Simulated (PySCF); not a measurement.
Run record: geometry optimisation, `[SiH3][S][GaH2]`.

Computed with PBE0-D3(BJ)/def2-SVP geometry optimisation, gas phase (PySCF 2.14.0). Start geometry: GFN2-xTB. A driver script takes a list of jobs; this job's settings line and coordinates (Å) are shown.

Input:
```
{"job": {"xc": "PBE0", "basis": "def2-SVP", "d3": "d3bj", "grid": 1, "maxiter": 30, "shake": 0.01, "kind": "geom"}, "charge": 0, "multiplicity": 1}
Si     1.442780    -0.286920     0.176480
S      0.051890     1.294360     0.821800
Ga    -1.755890     0.421880    -0.119050
H      1.367760    -0.384160    -1.290920
H      2.702790     0.242040     0.621000
H      1.031700    -1.513810     0.818040
H     -1.661270    -0.893540    -0.975210
H     -3.124620     1.101000     0.050870
```

Output:
```
step   0  E = -2614.59919668  max force = 0.025988
step   1  E = -2614.60449604  max force = 0.004737
step   2  E = -2614.60463386  max force = 0.001102
step   3  E = -2614.60464969  max force = 0.000675
step   4  E = -2614.60464749  max force = 0.000519
step   5  E = -2614.60464870  max force = 0.000243
optimisation converged
```

Energies in Eh; «max force» is the largest Cartesian gradient component in Eh/bohr.

**Question.** How much energy does the optimisation release, in kJ/mol?

**Answer.** E(step 0) − E(last step) = 0.005452 Eh, which is 14.3 kJ/mol.

**Question.** Give the first gradient maximum in eV/Å.

**Answer.** With 1 Eh/bohr = 51.422 eV/Å, 1.336 eV/Å.

Main results: final energy -2614.60465 Eh after 5 steps; dipole 1.25 D.

**Question.** Where do the atoms end?

**Answer.** 0.095 Å rms from the input after alignment:
```
atom  x, y, z in Å
Si1    1.4281   -0.1661    0.1828
S2    -0.0781    1.2651    0.7466
Ga3   -1.8569    0.3093   -0.1509
H4     1.4769   -0.3550   -1.2977
H5     2.7355    0.3773    0.6513
H6     1.1866   -1.4913    0.8271
H7    -1.6478   -1.0579   -0.8830
H8    -3.1922    1.0963    0.0253
```

The run took 22 s of wall time on one thread of an Arm Neoverse V1, shared host with 32 logical CPUs at a one-minute load of 24, and the process peaked at 0.39 GiB of memory.
Labels such as C1 count atoms from 1, the log's own numbers from 0.
